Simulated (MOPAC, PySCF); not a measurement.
H$_{3}$BS$_{3}$, SMILES `SB(S)S`, neutral singlet in the gas phase. 

Z-matrix (Å, degrees):
```
B
S 1 1.8078
H 2 1.3430 1 98.84
S 1 1.8101 2 126.14 3 0.01
H 4 1.3419 1 97.97 2 0.03
S 1 1.8132 2 118.77 3 180.00
H 6 1.3437 1 97.32 2 -0.03
```
Charge 0, spin multiplicity 1.

All levels are single points at this geometry (B3LYP-D3(BJ)/def2-TZVP); Pople sets use spherical d functions. Orbital energies aren't observables, and empty levels follow the basis.

```
level                            HOMO (eV)  LUMO (eV)  gap (eV)  dipole (D)  vertical IE, Delta-SCF (eV)
-------------------------------  ---------  ---------  --------  ----------  ---------------------------
TPSSh-D3(BJ)/def2-TZVP in PySCF      -6.92      -1.15      5.76        1.62                         9.38
B3LYP/3-21G in PySCF                 -7.38      -0.83      6.55        2.31                            –
B3LYP/LANL2DZ in PySCF               -7.38      -0.75      6.64        2.50                            –
PBE/6-31G* in PySCF                  -6.27      -1.45      4.82        1.91                            –
SVWN5/6-31G* in PySCF                -6.35      -1.61      4.74        1.99                            –
AM1 in MOPAC                         -9.49      -0.89      8.61        2.30                            –
PM3 in MOPAC                         -9.49      -0.55      8.95        2.29                            –
PM6 in MOPAC                         -9.40      -1.29      8.11        1.79                            –
PM7 in MOPAC                         -9.27      -2.13      7.15        2.17                            –
```
